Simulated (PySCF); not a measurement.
Species: C₇H₁₆FNSi.
Numbering: `[CH3:1][CH2:2][Si@@H:3]([F:4])[N:5]([CH3:6])[CH2:7][CH:8]1[CH2:9][CH2:10]1`

Geometry (PBE0-D3(BJ)/def2-SVP, Å), atoms numbered from 1 in this order:
```xyz
26
C7H16FNSi angstrom
C      3.9332    0.8276   -0.4113
C      2.4350    0.7616   -0.1193
Si     1.8299   -0.9761    0.2044
F      2.7062   -1.5135    1.4832
N      0.1376   -1.0470    0.4950
C     -0.6429   -2.2195    0.1735
C     -0.5491   -0.0399    1.2763
C     -1.6606    0.6678    0.5380
C     -3.0716    0.1573    0.5977
C     -2.6996    1.4188    1.3160
H      4.2642    1.8567   -0.6194
H      4.2029    0.2138   -1.2858
H      4.5198    0.4531    0.4417
H      2.1926    1.3885    0.7565
H      1.8488    1.1747   -0.9586
H      2.1308   -1.9204   -0.9068
H     -1.5092   -1.9755   -0.4648
H     -1.0296   -2.7182    1.0836
H     -0.0269   -2.9514   -0.3693
H     -0.9678   -0.4894    2.2010
H      0.1849    0.7098    1.6151
H     -1.3422    1.1123   -0.4117
H     -3.6918    0.2279   -0.2996
H     -3.2613   -0.7340    1.2039
H     -3.0566    2.3721    0.9187
H     -2.6376    1.3858    2.4082
```

NICS = −σ at a ghost point: NICS(0) at the centroid of the ring atoms, NICS(1) 1 Å to either side along the normal of their mean plane, zz for the tensor component along that normal. Level: GIAO PBE0/pcSseg-1 (PySCF, non-relativistic, gas phase) on the PBE0-D3(BJ)/def2-SVP geometry, one conformer.

Ring bond lengths (Å), with Mayer bond orders in brackets: C8–C9 1.502 (0.95), C9–C10 1.499 (0.98), C10–C8 1.500 (0.95).

Question: Give the NICS values of each ring in ppm.

Answer: 
```json
{"ring": "C8–C9–C10", "type": "3-membered carbocycle; formal bonds all single", "NICS(0)": "-43.8", "NICS(1), two faces": "-8.7 / -9.3", "NICS(1)zz, two faces": "-23.3 / -21.4", "rms pucker (Å)": "0.00", "centre to ring atoms, mean (Å)": "0.87"}
```

Question: What can be read from them?

Answer: 
- C8–C9–C10: mean NICS(1)zz -22.4 ppm, shielded. C8, C9, C10 have four or more neighbours, and the NICS criterion for π rings isn't applied. NICS(0) lies 35 ppm below the mean NICS(1).

Question: List the ring angles and the Hirshfeld charges of the ring atoms.

Answer: 
- C8–C9–C10: C8 59.9° (-0.045 e), C9 60.0° (-0.090 e), C10 60.1° (-0.091 e); sum 180.0° against 180° for a flat convex ring.

Question: How do the values depend on the level or the medium?

Answer: 
```csv
level,"NICS(0), C8–C9–C10","mean NICS(1)zz, C8–C9–C10"
"PBE0/pcSseg-1, gas",-43.8,-22.4
"PBE0/pcSseg-1, IEF-PCM tetrahydrofuran",-44.0,-22.5
"PBE0/pcSseg-1, IEF-PCM water",-44.1,-22.5
```

The geometry is the same throughout; the continuum's cavity takes Bondi-type radii × 1.2.

On Arm Neoverse V2, one thread, no GPU, shared host with 96 logical CPUs at a one-minute load of 52, this took 76 s wall and 1.2 GiB of memory at its peak. This is the whole shielding run at PBE0/pcSseg-1, SCF included.
